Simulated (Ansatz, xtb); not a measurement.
## Relative energy of two isomers of C4H4N2S

Structure a is `[H]/N=C\c1cncs1`, a singlet and structure b is `C=Nc1cncs1`, a singlet. Both are isolated molecules in the gas phase, relaxed with PBE-D3(BJ)/def2-SVP; the shapes shown needn't be the lowest conformers.

a (Å):

```xyz
11

C    -1.5077   -0.0597    1.3846
C    -0.1643   -0.0119    0.8098
C     0.6416    1.1099    0.6316
C     2.0331   -0.3768   -0.1978
N    -2.2861   -1.0668    1.5680
N     1.8678    0.8960    0.0678
S     0.6923   -1.4189    0.2242
H    -1.8259   -1.9373    1.2358
H    -1.8843    0.9388    1.7001
H     0.3372    2.1277    0.9187
H     2.9378   -0.8052   -0.6551
```

b (Å):

```csv
atom,x (Å),y (Å),z (Å)
C,-1.3678,0.3009,-1.6357
C,-0.0588,-0.9873,-0.2287
C,0.1879,-0.2201,0.9124
C,0.8649,-2.1616,1.7107
N,-0.4953,-0.6285,-1.4844
N,0.7016,-0.8895,1.9851
S,0.4341,-2.6441,0.0862
H,-1.8819,0.8088,-0.7861
H,-1.6353,0.6198,-2.6606
H,0.0412,0.8691,0.9552
H,1.2263,-2.9099,2.4321
```

Quicker runs give these differences E(b) − E(a): GFN2-xTB −0.050 eV; HF/STO-3G +0.234 eV (at GFN2-xTB geometries); r2SCAN-D4/def2-SVP +0.374 eV (at GFN2-xTB geometries).

Task: Which of the two would you expect CCSD(T)/def2-SVP + ΔMP2/def2-TZVPP electronic energies to favour?

Result: Structure a; the calculation gives E(b) − E(a) = +0.452 eV.

Level by level:

| level | geometry | E(b) − E(a) (eV) | departure from the last row (eV) | job, with rough time for the two |
| --- | --- | --- | --- | --- |
| GFN2-xTB | GFN2-xTB | −0.050 | −0.502 | optimisation, 0.31 s |
| HF/STO-3G | GFN2-xTB | +0.234 | −0.218 | single point, 1.1 s |
| r2SCAN-D4/def2-SVP | GFN2-xTB | +0.374 | −0.078 | single point, 4.8 s |
| PBE-D3(BJ)/def2-SVP | PBE-D3(BJ)/def2-SVP | +0.332 | −0.120 | optimisation, 36 s |
| HF/def2-SVP | PBE-D3(BJ)/def2-SVP | +0.392 | −0.061 | part of the CCSD(T) run |
| MP2/def2-SVP | PBE-D3(BJ)/def2-SVP | +0.389 | −0.063 | part of the CCSD(T) run |
| CCSD(T)/def2-SVP | PBE-D3(BJ)/def2-SVP | +0.389 | −0.063 | single point |
| CCSD(T)/def2-SVP + ΔMP2/def2-TZVPP | PBE-D3(BJ)/def2-SVP | +0.452 |  | single point, 68 s |

As drawn, b has 1 C–N, 1 C–H in place of 1 N–H, 1 C–C.

GFN2-xTB puts the two in the other order. The largest departure from CCSD(T)/def2-SVP + ΔMP2/def2-TZVPP is that of GFN2-xTB, 0.502 eV. The last row adds to CCSD(T) the change of the MP2 difference between the two basis sets, here +0.063 eV.

With thermal terms from frequencies at re-optimised GFN2-xTB minima (ideal gas, soft modes damped towards free rotors, one conformer each, 298.15 K, 1 atm): the zero-point term adds −0.032 eV; ΔH is +0.423 and ΔG +0.422 eV.

The correlated steps freeze 11 core orbitals. Programs: Ansatz 0.2.0, xtb 6.7.1; the last row on 2 threads of Intel(R) Xeon(R) Processor @ 2.70GHz on a shared host.
